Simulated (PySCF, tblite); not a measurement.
Isomers of C5H9NOSi2, one GFN2-xTB conformer each. Single-point energies are computed at PBE0/pcSseg-1 (PySCF, gas phase, no added dispersion term), electronic only.

Problem. Rank them by PBE0/pcSseg-1 energy, lowest first (kJ/mol).
A. `c1c2c(oc1)N([SiH3])[SiH2]C2`
B. `[N:1]#[C:2][C:3]1=[C:4]([CH2:5][CH2:6][OH:7])[SiH2:8][SiH2:9]1` with C3–C4–C5–C6 151°, C4–C5–C6–O7 52°, C5–C6–O7–H 63°
C. `[O:1]=[CH:2][C:3]1=[CH:4][Si@H:5]([NH:6][SiH3:7])[CH:8]=[CH:9]1` with O1–C2–C3–C4 -179°, C4–Si5–N6–Si7 170°

Solution. A (0.0), C (23.7), B (164.8).

As drawn, the lowest has an aromatic ring, which the highest lacks; the highest has a four-membered ring, a C≡N group and an O–H bond, which the lowest lacks. GFN2-xTB itself gives, in the same order: 0.0, 247.7, 406.9. Both levels put the same isomer lowest; measured from each level's own lowest isomer, the values differ by up to 242.1 kJ/mol (N#CC1=C(CCO)[SiH2][SiH2]1: 406.9 against 164.8).

Problem. Which frontier levels, dipoles and rotational constants go with these structures?

Solution. 
| SMILES | HOMO (eV, PBE0/pcSseg-1) | LUMO (eV) | dipole (D) | A, B, C (MHz) |
| --- | --- | --- | --- | --- |
| [SiH3]N1[SiH2]Cc2ccoc21 | -5.28 | 0.07 | 1.23 | 1712, 1221, 727.8 |
| O=CC1=C[Si@H](N[SiH3])C=C1 | -7.13 | -2.52 | 3.28 | 4101, 488.2, 462.5 |
| N#CC1=C(CCO)[SiH2][SiH2]1 | -7.79 | -1.72 | 4.52 | 1581, 935.6, 607.6 |

Problem. What happens when harmonic zero-point energies from GFN2-xTB frequencies are added?

Solution. 
```tsv
SMILES	ZPE (kJ/mol)	electronic (kJ/mol)	with ZPE (kJ/mol)
[SiH3]N1[SiH2]Cc2ccoc21	320.1	0.0	0.0
O=CC1=C[Si@H](N[SiH3])C=C1	315.6	23.7	19.2
N#CC1=C(CCO)[SiH2][SiH2]1	320.0	164.8	164.7
```

The zero-point energies span 4.5 kJ/mol. The order is unchanged.

Problem. As an exercise, what shares would exp(−E/RT) give at 2000 K from these electronic energies alone (no entropy, no degeneracies)?

Solution. RT = 16.629 kJ/mol: [SiH3]N1[SiH2]Cc2ccoc21 80.6 %, O=CC1=C[Si@H](N[SiH3])C=C1 19.4 %, N#CC1=C(CCO)[SiH2][SiH2]1 under 0.1 %.
